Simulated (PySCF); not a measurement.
# Electronic structure of Fe (iron, neutral) at the UHF level

Configuration: [Ar] 3d8, high-spin 3F determinant (an excited configuration). Calculation: PySCF 2.14, in x2c-TZVPPall with one added diffuse shell each of s, p, d, f type (7s6p5d3f1g, 80 functions); the spin-free X2C one-electron Hamiltonian (Gaussian nucleus).

```
Total energy                        : -1271.050027 hartree
One-electron energy                 : -1763.3857 hartree
Hartree (Coulomb) energy            : 547.3894 hartree
Exchange energy                     : -55.0537 hartree
⟨S²⟩                                : 2.0762
⟨L²⟩                                : 12.042
Sum of ⟨r⟩                          : 19.98 bohr
Sum of ⟨r²⟩                         : 30.31 bohr²
Langevin diamagnetic susceptibility : -24.0 ×10⁻⁶ cm³/mol
```

```
shell  electrons  mean orbital energy (hartree)  spread (hartree)  rms radius, mean of both spins (bohr)
 1s α          1                     -263.40362                 0                                 0.0675
 1s β          1                     -263.40264                 0                                 0.0675
 2s α          1                      -32.14411                 0                                  0.288
 2s β          1                      -32.08263                 0                                  0.288
 2p α          3                      -27.21753                 0                                  0.260
 2p β          3                      -27.15605                 0                                  0.260
 3s α          1                       -4.01644                 0                                  0.879
 3s β          1                       -3.82944                 0                                  0.879
 3p α          3                       -2.56872                 0                                  0.952
 3p β          3                       -2.34258                 0                                  0.952
 3d α          5                       -0.29636           0.04438                                   1.69
 3d β          3                       -0.16640                 0                                   1.69
```

⟨S²⟩ = 2.08 against 2.00 shows spin contamination.

Densities and radii are taken from the X2C orbitals without a picture-change correction, which distorts them close to the nucleus.

Spin-orbit constants ζ (cm⁻¹) from the X2C one-electron operator on these orbitals: bare nucleus, nucleus screened by l(l+1)(2l+1)/3 electrons, and screened by the Breit-Pauli mean field of the electrons.

```json
{"shell": "2p", "bare": "70590", "screened nucleus": "65160", "mean field": "62670"}
{"shell": "3p", "bare": "8290", "screened nucleus": "7653", "mean field": "7309"}
{"shell": "3d", "bare": "643.3", "screened nucleus": "395.9", "mean field": "351.2"}
```

To first order the Landé constant is A = -175.6 cm⁻¹, so the lowest level has J = 4 and lies 0.0653 eV below the centre of the term. This holds in LS coupling only.
